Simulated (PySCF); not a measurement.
Zero-point energy (kcal/mol) of eight silicon and germanium compounds: PBE-D3(BJ) beside B3LYP-D3(BJ), computed with PySCF for isolated molecules in the bases named; differences from unrounded values. The eight are the first of their class met in an unordered collection, after screening for sound electronic states; none was chosen by its value. Each level has its own optimised geometry.

```tsv
molecule	basis	B3LYP-D3(BJ)	PBE-D3(BJ)	difference
C₂H₅FO₂Si, SMILES C(C=O)[Si@H](O)F	def2-SVP	46.12	44.81	-1.31
C2H7NOSi2, SMILES CC1=N[SiH2]O[SiH2]1	def2-SVP	55.26	53.47	-1.78
CH5FO2Si2, SMILES [SiH2]1O[Si@@H](F)OC1	def2-SVP	42.00	40.62	-1.37
C₃H₈O₂Si, SMILES [SiH2](O/C=C/C)O	def2-SVP	66.84	64.98	-1.86
C3H9NSi2, SMILES C#C[C@H](N)[SiH2][SiH3]	def2-SVP	66.16	64.10	-2.06
C2H9NOSi2, SMILES [SiH3]N[SiH2]OC=C	def2-SVP	66.65	64.60	-2.06
C₂H₄FNOSi, SMILES F[SiH2]/C=N/C=O	def2-SVP	37.61	36.24	-1.37
C₃H₈Si₂, SMILES C=C1C[SiH2][SiH2]1	def2-SVP	58.26	56.55	-1.72
```

PBE-D3(BJ) lies below B3LYP-D3(BJ) in 8 and above it in 0 of the eight; the mean signed difference is -1.69 and the largest -2.06 kcal/mol.
